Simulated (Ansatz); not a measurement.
Ansatz (a program for electronic structure) input (CCSD(T)/aug-cc-pV(D+d)Z):
A basis named .json is the Basis Set Exchange file of that set.

Ansatz 0.2 input:
```yaml
crystal:
  periodic: [false, false, false]
  atoms:
    - {symbol: Al, position_ang: [0.66689785, 1.51742454, 0.19020573]}
    - {symbol: N, position_ang: [-0.15924186, -0.36233061, -0.04541732]}
    - {symbol: C, position_ang: [-0.36549103, -0.96648634, 1.28730784]}
    - {symbol: C, position_ang: [0.76547307, -1.19681518, -0.84055067]}
    - {symbol: C, position_ang: [-1.45330757, -0.23338039, -0.74717583]}
    - {symbol: H, position_ang: [2.01873252, 1.13100823, 0.95053792]}
    - {symbol: H, position_ang: [0.79326277, 1.95688202, -1.34139102]}
    - {symbol: H, position_ang: [-0.48081447, 2.21635687, 1.05572848]}
    - {symbol: H, position_ang: [-0.80309610, -1.96512733, 1.19280507]}
    - {symbol: H, position_ang: [0.59145543, -1.03621611, 1.80056031]}
    - {symbol: H, position_ang: [-1.03101187, -0.33171139, 1.86883998]}
    - {symbol: H, position_ang: [1.72002469, -1.26605723, -0.32279242]}
    - {symbol: H, position_ang: [0.92456672, -0.72997880, -1.81049389]}
    - {symbol: H, position_ang: [0.35249917, -2.20047248, -0.98139589]}
    - {symbol: H, position_ang: [-1.28951562, 0.23141591, -1.71731679]}
    - {symbol: H, position_ang: [-2.11652494, 0.39984221, -0.16133564]}
    - {symbol: H, position_ang: [-1.91460410, -1.21605512, -0.88598745]}
basis:
  gaussian:
    orbitals: aug-cc-pV_D+d_Z.json
magnetization: {spin_polarized: false}
correlation: {method: ccsd_t, electrons: outside_noble_gas}
output: {forces: true}
```

Output:

```
Functional definition: HF
integrals: 1.56 GiB planned
2288 factors; integrals over basis functions are off by at most 7.7e-4 eV
1.36 GiB of device memory are held for the factors and their scratch space
mean field: 1.47 GiB planned
mean field evaluation 1: about -11342.2859 eV, gradient 3.6e1 eV
mean field evaluation 2: about -11342.2864 eV, gradient 3.6e1 eV
mean field evaluation 4: about -11346.2843 eV, gradient 5.4e0 eV
mean field evaluation 8: about -11346.3634 eV, gradient 1.1e-4 eV
mean field evaluation 16: about -11346.3630 eV, gradient 1.9e-1 eV
mean field -11346.36335996 eV, -416.9711626373 hartree, gradient 1.4e-6 eV, S^2 0.000000; 0 other end points of the search recorded, 0 dependent functions left out
9 core orbitals not correlated
reference -11346.36335996 eV, -416.9711626373 hartree; 16, 16 occupied and 207, 207 virtual orbitals, 2288 factors
densities: 11.72 GiB planned
second order -19.99668105 eV of doubles, -0.00000000 eV of singles
coupled cluster: 9.30 GiB planned
cycle   1  -21.35359845 eV  change    -1.4e0 eV  update   1.0e-1
cycle   2  -22.01593380 eV  change   -6.6e-1 eV  update   3.0e-2
cycle   3  -22.10313310 eV  change   -8.7e-2 eV  update   1.1e-2
cycle   4  -22.10058612 eV  change    2.5e-3 eV  update   2.8e-3
cycle   5  -22.10112360 eV  change   -5.4e-4 eV  update   1.0e-3
cycle   6  -22.10124199 eV  change   -1.2e-4 eV  update   2.9e-4
cycle   7  -22.10113186 eV  change    1.1e-4 eV  update   1.0e-4
cycle   8  -22.10112730 eV  change    4.6e-6 eV  update   3.1e-5
cycle   9  -22.10112642 eV  change    8.8e-7 eV  update   1.0e-5
perturbative correction -0.69084304 eV, -0.0253880133 hartree
the calculation of the forces begins
1.36 GiB of device memory are held for the factors and their scratch space
Total energy: -11369.15532942 eV, -417.8087520660 hartree
Atom 0 at     0.666898     1.517425     0.190206 Å, force     0.041050     0.093402     0.011708 eV/Å
Atom 1 at    -0.159242    -0.362331    -0.045417 Å, force     0.176802     0.402287     0.050426 eV/Å
Atom 2 at    -0.365491    -0.966486     1.287308 Å, force    -0.015914    -0.024774    -0.122536 eV/Å
Atom 3 at     0.765473    -1.196815    -0.840551 Å, force    -0.111814    -0.005243     0.057897 eV/Å
Atom 4 at    -1.453308    -0.233380    -0.747176 Å, force     0.076328    -0.086938     0.049979 eV/Å
Atom 5 at     2.018733     1.131008     0.950538 Å, force     0.091426    -0.046052     0.053578 eV/Å
Atom 6 at     0.793263     1.956882    -1.341391 Å, force     0.001496     0.014554    -0.114613 eV/Å
Atom 7 at    -0.480814     2.216357     1.055728 Å, force    -0.092001     0.033595     0.061297 eV/Å
Atom 8 at    -0.803096    -1.965127     1.192805 Å, force    -0.197592    -0.450006    -0.052076 eV/Å
Atom 9 at     0.591455    -1.036216     1.800560 Å, force     0.456278    -0.033767     0.224926 eV/Å
Atom 10 at    -1.031012    -0.331711     1.868840 Å, force    -0.319104     0.302918     0.257557 eV/Å
Atom 11 at     1.720025    -1.266057    -0.322792 Å, force     0.438831    -0.030214     0.257753 eV/Å
Atom 12 at     0.924567    -0.729979    -1.810494 Å, force     0.058679     0.225979    -0.453224 eV/Å
Atom 13 at     0.352499    -2.200472    -0.981396 Å, force    -0.194115    -0.450714    -0.058619 eV/Å
Atom 14 at    -1.289516     0.231416    -1.717317 Å, force     0.092908     0.211116    -0.454665 eV/Å
Atom 15 at    -2.116525     0.399842    -0.161336 Å, force    -0.302322     0.291608     0.288944 eV/Å
Atom 16 at    -1.914604    -1.216055    -0.885987 Å, force    -0.200937    -0.447752    -0.058332 eV/Å
Dipole moment:    -0.436058    -0.992185    -0.124368 e Å
```
